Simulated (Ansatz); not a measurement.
Born–Oppenheimer molecular dynamics of GaH7Si (9 atoms, charge 0, multiplicity 1). It starts at the highest image of a converged band. Of that band: Neighbouring images differ by up to 1.5 eV, so the band resolves the path poorly. A vibrational analysis at the climbing image gives 2 clearly imaginary modes (1691i, 61i cm⁻¹): a point of higher order, so a lower path passes nearby.

The calculation used RHF/def2-SVP (Ansatz 0.2.0).

```yaml
ensemble: NVE (velocity Verlet)
time_step: 0.5 fs
steps_asked: 200
starting_velocities_drawn_for: 100 K
seed: 5264
```

First frame:

```xyz
9
Properties=species:S:1:pos:R:3
Ga 0.012 -0.102 -0.053
H -0.004 0.338 1.625
H 1.444 0.143 -0.604
H -1.432 0.042 -0.608
Si 0.113 -2.621 0.997
H -0.711 -3.333 -0.009
H 1.515 -3.095 0.915
H -0.421 -2.949 2.344
H 0.028 -0.757 1.507
```

(1) How far do the bonds stretch over the last three quarters of this one trajectory? (Pairs bonded in most of those frames.)

## Answers

(1) 
```csv
bond,mean (Å),spread (Å),shortest,longest
Ga1–H3,1.583,0.019,1.54,1.61
Ga1–H4,1.586,0.032,1.53,1.64
Ga1–Si5,2.423,0.110,2.27,2.64
H2–H9,0.757,0.046,0.69,0.82
Si5–H6,1.488,0.008,1.47,1.51
Si5–H7,1.488,0.013,1.47,1.51
Si5–H8,1.496,0.011,1.48,1.52
```

Mean temperature of the second half: 1682 K. The conserved energy stayed within 0.31 meV per atom of its start (net change 0.13 meV per atom), so the integration is sound. The kinetic energy rose, since the run started high on the potential surface and went downhill. It ends in pieces (GaH5Si + H2), so much of that is their flight and rotation, not heat. A run of 0.1 ps of so small a system gives no equilibrium averages. The orbitals stay closed-shell, which can raise the energy where a bond breaks towards radicals; this wasn't checked here.

Run time: 4.5 min on 1 thread of Arm Neoverse V1 (shared host), peak memory 0.18 GiB.
